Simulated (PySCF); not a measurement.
A calculated (UHF, PySCF 2.14, x2c-SVPall, the spin-free X2C one-electron Hamiltonian (Gaussian nucleus)) atom or ion has these occupied shells.

```csv
shell,electrons,orbital energy (eV),"rms radius, mean of both spins (bohr)"
1s,2,-222.97,0.378
2s,2,-23.540,1.98
```

(1) Name the element and its charge.

Answers

(1) B⁺ (boron, charge +1), in [He] 2s2, closed-shell 1S.
